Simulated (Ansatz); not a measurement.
Reactions of C3H6OSi, SMILES `C[Si]1(O)C=C1`.

Calculated with Ansatz (gas phase, PBE0-D4/def2-TZVP geometries, no zero-point term in ΔE). CBS: MP2 limit from def2 TZ/QZ plus the TZ coupled-cluster correction, frozen cores. This one scheme is used for every species, atoms too. For atomizations the MP2-based limit and the directly extrapolated one differ by several kJ/mol either way, and by 10 to 25 for some Ge, Se and Sn compounds, so smaller differences from it don't rank the levels. Functionals use def2-TZVPP. Open shells (•) are unrestricted, without spin–orbit coupling. Spin–orbit coupling would lower the free atoms: a little for C, O, Si. One conformer a species, not always the lowest.

| reaction | B2PLYP (kJ/mol) | PBE-D4 (kJ/mol) | MP2/CBS(def2) (kJ/mol) |
| --- | --- | --- | --- |
| `C[Si]1(O)C=C1` → `[SiH3]C1=CCO1` | 224 | 206 | 245 |
| `C[Si]1(O)C=C1` + `O=CN[SiH3]` → `CN([SiH3])C=O` + `O[SiH]1C=C1` | 79 | 77 | 82 |
| `C[Si]1(O)C=C1` → `[SiH3]OC1=CC1` | 202 | 196 | 218 |
| `C[Si]1(O)C=C1` → `[CH2]` (triplet) + `O[SiH]1C=C1` | 474 | 491 | 499 |
| `C[Si]1(O)C=C1` → `C[SiH]1C=CO1` | 1 | -6 | 9 |
| `C[Si]1(O)C=C1` → `CC1[SiH2]C1=O` | 204 | 170 | 229 |
| `C[Si]1(O)C=C1` → 3 C• + 6 H• + O• + Si• | 4403 | 4543 | 4545 |
| `C[Si]1(O)C=C1` → `C=C1OC1[SiH3]` | 240 | 218 | 267 |
| `C[Si]1(O)C=C1` + H₂ → `O[SiH]1C=C1` + CH₄ | -25 | -16 | -14 |
| `C[Si]1(O)C=C1` → `C#COC[SiH3]` | 303 | 304 | 331 |

Question: Give the CCSD(T)/CBS values in the same order. (Best estimate.)

Answer: Computed: 231, 80, 214, 485, 5, 218, 4452, 253, -19, 318 kJ/mol.

Largest T1 diagnostic: 0.016, for `CC1[SiH2]C1=O`.
